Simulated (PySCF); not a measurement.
Atomic charges against the basis set

C2H5BClP.
Z-matrix (Å and degrees, PBE0-D3(BJ)/def2-SVP geometry), rows numbered from 1:
```
C 
C   1  1.3427
B   2  1.5481  1  123.48
P   3  1.9149  2  124.06  1     7.67
Cl  3  1.7658  2  117.92  1  -165.64
H   1  1.0964  2  121.88  3    -1.74
H   1  1.0949  2  122.25  3   177.41
H   2  1.0973  1  118.13  3  -177.14
H   4  1.4239  3   98.77  2    49.07
H   4  1.4217  3   98.45  2   147.47
```

PBE0 throughout (PySCF), one geometry, spherical d and f functions. One conformer (not necessarily the lowest) at the PBE0-D3(BJ)/def2-SVP geometry, without solvent, vibrations or thermal averaging. The first 7 of 9 kinds of atom are listed.

Mulliken charges (e):

```json
{"basis": "STO-3G", "functions": "38", "C1": "-0.138", "C2": "-0.172", "B3": "+0.136", "P4": "+0.234", "Cl5": "-0.211", "H6": "+0.086", "H7": "+0.091"}
{"basis": "6-31G", "functions": "63", "C1": "-0.340", "C2": "-0.209", "B3": "-0.026", "P4": "+0.058", "Cl5": "-0.087", "H6": "+0.176", "H7": "+0.179"}
{"basis": "pcSseg-0", "functions": "63", "C1": "-0.360", "C2": "-0.555", "B3": "+0.382", "P4": "-0.220", "Cl5": "-0.201", "H6": "+0.236", "H7": "+0.241"}
{"basis": "6-31G*", "functions": "88", "C1": "-0.370", "C2": "-0.185", "B3": "+0.097", "P4": "-0.092", "Cl5": "-0.129", "H6": "+0.188", "H7": "+0.190"}
{"basis": "cc-pVDZ", "functions": "103", "C1": "-0.032", "C2": "-0.079", "B3": "+0.055", "P4": "-0.063", "Cl5": "-0.114", "H6": "+0.060", "H7": "+0.060"}
{"basis": "def2-SVP", "functions": "103", "C1": "-0.061", "C2": "-0.048", "B3": "-0.001", "P4": "-0.036", "Cl5": "-0.088", "H6": "+0.067", "H7": "+0.068"}
{"basis": "aug-cc-pVDZ", "functions": "168", "C1": "+0.455", "C2": "+0.829", "B3": "+0.345", "P4": "-0.927", "Cl5": "-0.289", "H6": "-0.409", "H7": "-0.372"}
{"basis": "6-311+G(2d,p)", "functions": "181", "C1": "-0.312", "C2": "-0.138", "B3": "+0.142", "P4": "-0.001", "Cl5": "-0.208", "H6": "+0.126", "H7": "+0.134"}
{"basis": "def2-TZVP", "functions": "197", "C1": "-0.191", "C2": "-0.203", "B3": "+0.177", "P4": "-0.220", "Cl5": "-0.133", "H6": "+0.138", "H7": "+0.140"}
{"basis": "cc-pVTZ", "functions": "228", "C1": "-0.202", "C2": "-0.163", "B3": "+0.101", "P4": "-0.105", "Cl5": "-0.106", "H6": "+0.125", "H7": "+0.132"}
{"basis": "IGLO-III", "functions": "243", "C1": "-0.187", "C2": "-0.210", "B3": "+0.147", "P4": "+0.128", "Cl5": "-0.113", "H6": "+0.108", "H7": "+0.122"}
```

IAO charges (e):

```tsv
basis	functions	C1	C2	B3	P4	Cl5	H6	H7
STO-3G	38	-0.208	-0.262	-0.047	+0.217	-0.058	+0.131	+0.142
6-31G	63	-0.232	-0.268	+0.008	+0.028	-0.069	+0.152	+0.163
pcSseg-0	63	-0.218	-0.266	-0.002	+0.010	-0.064	+0.147	+0.158
6-31G*	88	-0.219	-0.269	+0.022	+0.077	-0.076	+0.145	+0.156
cc-pVDZ	103	-0.224	-0.269	+0.023	+0.068	-0.074	+0.146	+0.157
def2-SVP	103	-0.216	-0.266	+0.015	+0.076	-0.064	+0.141	+0.152
aug-cc-pVDZ	168	-0.233	-0.274	+0.027	+0.060	-0.077	+0.150	+0.161
6-311+G(2d,p)	181	-0.233	-0.274	+0.019	+0.080	-0.074	+0.150	+0.161
def2-TZVP	197	-0.233	-0.274	+0.020	+0.081	-0.073	+0.150	+0.161
cc-pVTZ	228	-0.233	-0.274	+0.024	+0.071	-0.075	+0.150	+0.161
IGLO-III	243	-0.235	-0.275	+0.017	+0.083	-0.070	+0.150	+0.161
```

Hirshfeld charges (e):

| basis | functions | C1 | C2 | B3 | P4 | Cl5 | H6 | H7 |
| --- | --- | --- | --- | --- | --- | --- | --- | --- |
| STO-3G | 38 | -0.021 | -0.090 | +0.151 | +0.114 | -0.194 | +0.029 | +0.033 |
| 6-31G | 63 | -0.043 | -0.116 | +0.099 | -0.015 | -0.090 | +0.053 | +0.058 |
| pcSseg-0 | 63 | -0.041 | -0.126 | +0.086 | +0.007 | -0.072 | +0.045 | +0.056 |
| 6-31G* | 88 | -0.044 | -0.113 | +0.110 | -0.017 | -0.096 | +0.052 | +0.057 |
| cc-pVDZ | 103 | -0.047 | -0.121 | +0.097 | +0.004 | -0.076 | +0.049 | +0.056 |
| def2-SVP | 103 | -0.050 | -0.128 | +0.093 | +0.007 | -0.062 | +0.048 | +0.056 |
| aug-cc-pVDZ | 168 | -0.057 | -0.134 | +0.103 | +0.006 | -0.069 | +0.051 | +0.060 |
| 6-311+G(2d,p) | 181 | -0.053 | -0.132 | +0.094 | +0.011 | -0.068 | +0.051 | +0.058 |
| def2-TZVP | 197 | -0.054 | -0.130 | +0.101 | +0.004 | -0.070 | +0.051 | +0.059 |
| cc-pVTZ | 228 | -0.053 | -0.127 | +0.102 | +0.004 | -0.073 | +0.051 | +0.059 |
| IGLO-III | 243 | -0.059 | -0.136 | +0.099 | +0.012 | -0.061 | +0.049 | +0.059 |

ESP-fitted charges (e):

```
        basis  functions      C1      C2      B3      P4     Cl5      H6      H7
       STO-3G         38  -0.190  -0.184  +0.373  -0.175  -0.263  +0.098  +0.115
        6-31G         63  -0.273  -0.207  +0.294  -0.377  -0.184  +0.175  +0.164
     pcSseg-0         63  -0.268  -0.305  +0.407  -0.438  -0.208  +0.175  +0.173
       6-31G*         88  -0.272  -0.155  +0.195  -0.296  -0.132  +0.174  +0.157
      cc-pVDZ        103  -0.246  -0.153  +0.157  -0.248  -0.109  +0.160  +0.145
     def2-SVP        103  -0.231  -0.167  +0.165  -0.266  -0.097  +0.155  +0.141
  aug-cc-pVDZ        168  -0.290  -0.154  +0.177  -0.232  -0.121  +0.177  +0.160
6-311+G(2d,p)        181  -0.308  -0.137  +0.132  -0.225  -0.104  +0.186  +0.166
    def2-TZVP        197  -0.293  -0.144  +0.147  -0.227  -0.104  +0.179  +0.160
      cc-pVTZ        228  -0.281  -0.148  +0.156  -0.228  -0.109  +0.174  +0.157
     IGLO-III        243  -0.289  -0.132  +0.125  -0.214  -0.095  +0.177  +0.158
```

Question: Which scheme is steadiest as the basis changes?

Answer: Largest range over the bases for any column: Hirshfeld 0.13 e, IAO 0.21 e, ESP-fitted 0.28 e, Mulliken 1.38 e. Hirshfeld charges move least and Mulliken charges most, counted in e. Without the minimal STO-3G basis the ranges are Hirshfeld 0.04, IAO 0.07, ESP-fitted 0.28, Mulliken 1.38 e.

Question: How much do the charges still move between the two largest bases, cc-pVTZ and IGLO-III?

Answer: At most, over all atoms: Mulliken 0.232 e, IAO 0.011 e, Hirshfeld 0.012 e, ESP-fitted 0.031 e.

Question: What do the same runs give for the total energy, the frontier levels and the dipole moment?

Answer: 
| basis | energy (Eh) | HOMO (eV) | LUMO (eV) | μ (D) |
| --- | --- | --- | --- | --- |
| STO-3G | -895.1381 | -4.79 | 0.55 | 2.34 |
| 6-31G | -905.1169 | -7.28 | -2.06 | 2.45 |
| pcSseg-0 | -904.0696 | -7.46 | -2.28 | 2.47 |
| 6-31G* | -905.1837 | -7.26 | -1.98 | 2.11 |
| cc-pVDZ | -905.2403 | -7.27 | -2.03 | 1.85 |
| def2-SVP | -904.9044 | -7.26 | -2.05 | 1.74 |
| aug-cc-pVDZ | -905.2490 | -7.38 | -2.21 | 1.88 |
| 6-311+G(2d,p) | -905.2787 | -7.39 | -2.22 | 1.85 |
| def2-TZVP | -905.2876 | -7.36 | -2.18 | 1.81 |
| cc-pVTZ | -905.2963 | -7.36 | -2.15 | 1.83 |
| IGLO-III | -905.2867 | -7.34 | -2.17 | 1.74 |

The dipole is fixed by the density alone, so its range of 0.73 D shows that the density itself changes with the basis, not only its division among atoms.
